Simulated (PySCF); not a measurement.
Computed with PBE0-D4/def2-TZVP // PBE0-D4/def2-SVP (PySCF 2.14.0). Isolated molecules, 0 K electronic values unless said otherwise. One relaxed conformer stands for a flexible species; it need not be the lowest. Excitations are Tamm–Dancoff values on a coarser integration grid. The basis has no diffuse functions, so Rydberg states are missing or too high.

Reference species (SMILES): `Bc1cc2cccc(B)c2s1` (neutral, multiplicity 1).

The LUMO is -2.62 eV, the T1 excitation (TDA) is 2.52 eV and the S1–T1 gap (TDA) is 1.05 eV.

Changed species: `Bc1ccc2cc(B)sc2c1`.

Give the shifts of the LUMO, T1 excitation (TDA) and S1–T1 gap (TDA).

the LUMO drops by 0.29 eV, to -2.91 eV; the T1 excitation (TDA) drops by 0.19 eV, to 2.33 eV; the S1–T1 gap (TDA) is nearly the same.
